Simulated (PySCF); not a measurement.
# Energy of Fe (iron, neutral) between two integer charges

The 4s beta orbital of [Ar] 3d6 4s2 is emptied in steps (occupation f), with all orbitals relaxed, ending at [Ar] 3d6 4s1. Computed with PySCF 2.14 in aug-cc-pVTZ-DK (8s7p5d3f2g, 93 functions), with scalar relativity by spin-free X2C-1e. The exact energy is a straight line in f; departures are measured from the line between the end points of the same method.

```csv
f,PBE0 (eV)
1,0.000
0.9,-0.193
0.7,-0.453
0.5,-0.538
0.3,-0.452
0.1,-0.191
0,0.000
```

```json
{"method": "PBE0", "E(f=0) − E(f=1) (eV)": "7.635", "−ε at f=1 (eV)": "5.492", "−ε at f=0.5 (eV)": "7.626"}
```

Orbital energy along the path (eV):

```tsv
f	PBE0
1	-5.492
0.9	-5.915
0.7	-6.741
0.5	-7.626
0.3	-8.498
0.1	-9.378
0	-9.574
```

Reference removal energy between the ground levels: 7.902 eV (measured; NIST Atomic Spectra Database, ionization energies). The calculation has no spin-orbit coupling.
